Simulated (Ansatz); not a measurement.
Ansatz (a program for electronic structure) input:

Ansatz 0.2 input:
```yaml
crystal:
  periodic: [false, false, false]
  atoms:
    - {symbol: Bi, position_ang: [0.11208710, -0.62633752, 0.77367491]}
    - {symbol: I, position_ang: [2.05489889, 0.86234499, -0.61513851]}
    - {symbol: I, position_ang: [-2.23043152, 0.11852320, -0.59646559]}
basis:
  gaussian:
    orbitals: def2-SVPD
magnetization: {spin_polarized: true, initial_magnetization: 1}
correlation: {method: ccsd_t, electrons: outside_noble_gas}
output: {forces: true}
```

Problem. Which total energy does the run end on?

Solution. -807.26730 Eh (CCSD(T)/def2-SVPD). The basis has 102 functions.

It need not be the lowest isomer of its formula.
